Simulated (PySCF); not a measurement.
H₂Cl₃FSi₂, SMILES F[SiH2][Si](Cl)(Cl)Cl at its PBE0/def2-SVP optimised geometry (Å):

```
8

Si    -1.5554    -1.9905    -1.9189
F     -1.0481    -3.5351    -1.9660
Si    -0.6940    -0.9748     0.0000
Cl    -1.3529    -1.9002     1.7109
Cl     1.3597    -0.9748     0.0000
Cl    -1.3597     0.9748     0.0000
H     -3.0430    -1.9713    -1.8642
H     -1.0490    -1.2786    -3.1244
```

Level of theory: PBE0/def2-TZVP (PySCF). Cells within 0.4 Å of a nucleus heavier than hydrogen are left out (blank, or x).

Map of the LUMO amplitude (bohr^(-3/2)) on the plane z = 0.0 Å; orbital energy -1.35 eV, overall sign arbitrary:

```
|66666666666666666666666666666|
|66666666676666666666666666666|
|66666677777777666666666666666|
|66667777777777766666666666666|
|66667777777777776666666666666|
|66677777777777776666666666666|
|66677777888777777666666666666|
|66666777888877777666666666666|
|66666667898777776666666666666|
|66666656xx7766666666666666666|
|6666654xxxx566666666666666666|
|66666533xx4456666666666666666|
|66666543223456666666555566666|
|77766654334456666666555555666|
|77777666555566777765544555666|
|77777777776667777765434455566|
|77778888887567777876433455566|
|7777888998xxx767888xx33455566|
|7777888998xxx65679xxxx5555666|
|77777888766xx335689xx76666666|
|77777777643111246799987666666|
|66777766531000135689987766666|
|66666665431001234677877766666|
|66666654432111234567777666666|
|66666554432222344566666666666|
|66665554443333445566666666666|
|66665555444444445566666666666|
|66665555544444455566666666666|
|66665555555555555566666666666|
```
Scale: ten equal steps from -0.124 (start of '0') to 0.062 (end of '9'), in the order '0123456789'; x runs from -3.50 to 3.50, y from -3.50 (bottom) to 3.50 (top).
